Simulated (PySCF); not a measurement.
## Energy of I (iodine, neutral) between two integer charges

The 5p beta orbital of [Kr] 4d10 5s2 5p5 is emptied in steps (occupation f), with all orbitals relaxed, ending at [Kr] 4d10 5s2 5p4. Computed with PySCF 2.14 in def2-TZVPPD with the def2 core potential (28 electrons), with a scalar-relativistic core potential. The exact energy is a straight line in f; departures are measured from the line between the end points of the same method.

```tsv
f	UHF (eV)	LDA (eV)	PBE (eV)	PBE0 (eV)	r2SCAN (eV)	LC-wPBE (eV)	BHandHLYP (eV)	HSE06 (eV)	BLYP (eV)
1	0.000	0.000	0.000	0.000	0.000	0.000	0.000	0.000	0.000
0.8	0.133	-0.632	-0.609	-0.428	-0.564	-0.006	-0.264	-0.498	-0.624
0.6	0.193	-0.953	-0.916	-0.642	-0.839	-0.008	-0.399	-0.749	-0.941
0.4	0.188	-0.957	-0.917	-0.642	-0.828	-0.007	-0.404	-0.750	-0.945
0.2	0.122	-0.640	-0.612	-0.427	-0.544	-0.003	-0.272	-0.500	-0.633
0	0.000	0.000	0.000	0.000	0.000	0.000	0.000	0.000	0.000
```

| method | E(f=0) − E(f=1) (eV) | −ε at f=1 (eV) | −ε at f=0.4 (eV) |
| --- | --- | --- | --- |
| UHF | 9.548 | 10.406 | 9.365 |
| LDA | 10.789 | 6.860 | 11.570 |
| PBE | 10.506 | 6.713 | 11.265 |
| PBE0 | 10.532 | 7.863 | 11.069 |
| r2SCAN | 10.535 | 6.989 | 11.285 |
| LC-wPBE | 10.578 | 10.542 | 10.592 |
| BHandHLYP | 10.495 | 8.863 | 10.809 |
| HSE06 | 10.559 | 7.459 | 11.178 |
| BLYP | 10.446 | 6.570 | 11.212 |

Orbital energy along the path (eV):

| f | UHF | LDA | PBE | PBE0 | r2SCAN | LC-wPBE | BHandHLYP | HSE06 | BLYP |
| --- | --- | --- | --- | --- | --- | --- | --- | --- | --- |
| 1 | -10.406 | -6.860 | -6.713 | -7.863 | -6.989 | -10.542 | -8.863 | -7.459 | -6.570 |
| 0.8 | -10.026 | -8.401 | -8.213 | -8.926 | -8.440 | -10.557 | -9.494 | -8.684 | -8.089 |
| 0.6 | -9.681 | -9.973 | -9.734 | -9.997 | -9.883 | -10.575 | -10.142 | -9.925 | -9.638 |
| 0.4 | -9.365 | -11.570 | -11.265 | -11.069 | -11.285 | -10.592 | -10.809 | -11.178 | -11.212 |
| 0.2 | -9.076 | -13.181 | -12.798 | -12.137 | -12.610 | -10.599 | -11.499 | -12.437 | -12.806 |
| 0 | -8.808 | -14.799 | -14.332 | -13.199 | -13.896 | -10.584 | -12.223 | -13.674 | -14.414 |

Reference removal energy between the ground levels: 10.451 eV (measured; NIST Atomic Spectra Database, ionization energies). The calculation has no spin-orbit coupling. UHF lacks correlation.
